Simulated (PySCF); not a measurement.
Molecule: `C/C=N/[SiH2]O`, C$_{2}$H$_{7}$NOSi.

Geometry:
| atom | x (Å) | y (Å) | z (Å) |
| --- | --- | --- | --- |
| C1 | 2.389 | -0.058 | -0.017 |
| C2 | 0.968 | -0.175 | 0.425 |
| N3 | -0.015 | -0.163 | -0.373 |
| Si4 | -1.689 | -0.265 | 0.113 |
| O5 | -2.496 | 1.098 | -0.385 |
| H6 | 2.869 | 0.807 | 0.470 |
| H7 | 2.959 | -0.949 | 0.298 |
| H8 | 2.444 | 0.050 | -1.108 |
| H9 | 0.837 | -0.275 | 1.529 |
| H10 | -2.243 | -1.497 | -0.523 |
| H11 | -1.863 | -0.313 | 1.597 |
| H12 | -2.400 | 1.324 | -1.315 |

Geometry PBE0-D3(BJ)/def2-SVP throughout; GIAO in PySCF 2.14, gas phase, one conformer, non-relativistic; equivalent atoms averaged; functional PBE0.

A run gave: C2 187.1, C1 32.2, N3 389.5, Si4 -20.6, O5 38.8, H9 8.96, H10/H11 5.14, H6/H7/H8 2.13, H12 1.36 ppm (shifts δ (against TMS, NH3, H2O at the same level)).

Task: Which basis set was used in that run?
A. STO-3G
B. pcSseg-1
C. 6-31G
D. pcSseg-2

Result: D. C2 tells them apart best: pcSseg-2 gives 187.1, pcSseg-1 gives 181.6, STO-3G gives 126.4, 6-31G gives 168.7 ppm.
